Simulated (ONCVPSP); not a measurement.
## lanthanum (La): variants of one ONCV potential

Base potential:

```
Element                 : La (Z = 57)
Generator               : ONCVPSP 4.0.1
Type                    : optimised norm-conserving Vanderbilt (ONCV)
Functional              : PBE
Relativity              : scalar-relativistic
Frozen core             : [Kr] 4d10
Valence charge          : 11
Reference configuration : 5s2 5p6 5d1.5 6s1.5
Partial waves           : 5s+6s: rc 2.70 bohr, ncon 4, nbas 8, qcut 4.9 1/bohr, 2 projectors; 5p: rc 2.70 bohr, ncon 4, nbas 8, qcut 4.7 1/bohr, 2 projectors, debl 3.8 Ha; 5d: rc 3.45 bohr, ncon 4, nbas 9, qcut 4.8 1/bohr, 1 projector; f scattering state at 0.07 Ha: rc 3.80 bohr, ncon 3, nbas 6, qcut 3.1 1/bohr, 1 projector
Local potential         : polynomial inside 2.60 bohr (lpopt 3, dvloc0 3 Ha)
Core correction         : Teter function fitted to the true core (icmod 2), fcfact 0.45
```

In the f channel the program set the typed energies aside and used -0.129 Ha.

All-electron outer shells of the reference configuration (PBE, scalar-relativistic, ld1.x):

| shell | level (eV) | outermost node (bohr) | outermost maximum (bohr) |
| --- | --- | --- | --- |
| 5s | -38.09 | 0.77 | 1.41 |
| 5p | -21.63 | 0.83 | 1.58 |
| 6s | -3.39 | 1.87 | 3.88 |
| 5d | -2.59 | 0.95 | 2.24 |

Cutoffs, loose and tight: the cutoffs (Ha) at which the residual kinetic energy of the hardest occupied pseudo-wave falls to 1 and 0.1 mHa per electron. They do not see the model core or the augmentation charge, which bear on the density cutoff. Test errors are all-electron minus pseudo excitation energies from the reference, over the configurations 5s2 5p6 5d1 6s2; 5s2 5p6 5d1 6s1; 5s2 5p6 5d1 6s0; 5s2 5p6 5d1 6s1.5. A dash means not determined; rows that change the core or the reference have their own tests.

A true bound ghost makes a file unfit for plane-wave use even where its test errors are small: the radial tests pick states by their node count and pass the ghost by.

| change | outcome | cutoff, loose | cutoff, tight | bound ghosts | GHOST(+) flags above zero | largest test error (meV) |
| --- | --- | --- | --- | --- | --- | --- |
| base | generated, projector energies reset by the program | 7.3 Ha | 9.0 Ha | none | none | -2.7 |
| all radii but the core radius scaled by about 0.78 (s 2.10, p 2.10, d 2.68, f 2.96 bohr); local potential polynomial inside 2.02 bohr (lpopt 3, dvloc0 3 Ha) | generated, projector energies reset by the program | 9.9 Ha | 27 Ha | none | none | -0.6 |
| all radii but the core radius scaled by about 0.88 (s 2.38, p 2.38, d 3.04, f 3.36 bohr); local potential polynomial inside 2.30 bohr (lpopt 3, dvloc0 3 Ha) | generated, projector energies reset by the program | 8.7 Ha | 10 Ha | s | none | -1.1 |
| all radii but the core radius scaled by about 0.95 (s 2.58, p 2.58, d 3.30, f 3.62 bohr); local potential polynomial inside 2.48 bohr (lpopt 3, dvloc0 3 Ha) | generated, projector energies reset by the program | 8.0 Ha | 9.5 Ha | none | none | -2.0 |
| all radii but the core radius scaled by about 1.08 (s 2.90, p 2.90, d 3.72, f 4.10 bohr); local potential polynomial inside 2.80 bohr (lpopt 3, dvloc0 3 Ha) | generated, projector energies reset by the program | 6.4 Ha | 8.3 Ha | none | none | -4.3 |
| all radii but the core radius scaled by about 1.17 (s 3.16, p 3.16, d 4.04, f 4.44 bohr); local potential polynomial inside 3.04 bohr (lpopt 3, dvloc0 3 Ha) | generated, projector energies reset by the program | 5.4 Ha | 7.6 Ha | none | none | -7.9 |
| all radii but the core radius scaled by about 1.22 (s 3.30, p 3.30, d 4.22, f 4.64 bohr); local potential polynomial inside 3.18 bohr (lpopt 3, dvloc0 3 Ha) | generated, projector energies reset by the program | 5.4 Ha | 7.1 Ha | none | none | -11 |
| all radii but the core radius scaled by about 1.30 (s 3.52, p 3.52, d 4.50, f 4.96 bohr); local potential polynomial inside 3.40 bohr (lpopt 3, dvloc0 3 Ha) | generated, projector energies reset by the program | 5.4 Ha | 6.7 Ha | none | none | -15 |

Reading the sweep of the scale of all radii but the core radius (base = 1) (base included, trends over the rows without a ghost): The loose cutoff is not monotonic: lowest 5.4 Ha at 1.22, highest 9.9 Ha at 0.78. The median size of the test errors (rows with all tests solved) rises from 0.2 meV at 0.78 to 1.5 meV at 1.3, with one reversal. More of the atom is replaced by a form fitted at one configuration, so other configurations suffer as the radius grows. Bound ghosts are found at 0.88.
